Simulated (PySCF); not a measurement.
CHBr2F. Atoms are numbered in the order given.

```xyz
5

F     -0.2144     1.8478     0.0000
C      0.4161     0.6766     0.0000
Br    -0.0296    -0.3073     1.6005
Br    -0.0296    -0.3073    -1.6005
H      1.5031     0.8246     0.0000
```
Charge 0, spin multiplicity 1.

Geometry: PBE0-D3(BJ)/def2-SVP.

Method: PBE/pcSseg-1 (PySCF).

GIAO shieldings, no solvent; atoms alike by connectivity are averaged. δ = σ(ref) − σ: ¹⁹F against CFCl3 (σ = 133.6 ppm); ¹³C against TMS (σ = 182.0 ppm); ¹H against TMS (σ = 31.49 ppm), references at their B3LYP-D3(BJ)/def2-TZVP geometries, non-relativistic (without spin–orbit terms, shifts of atoms bonded to Cl or Br come out too high).

Question: Estimate the chemical shifts. (Estimate from the structure and the level; the computed values follow.)

Answer: 
```csv
nucleus,atoms,count,δ (ppm)
¹⁹F,F1,1,-99.9
¹³C,C2,1,130.9
¹H,H5,1,8.71
```
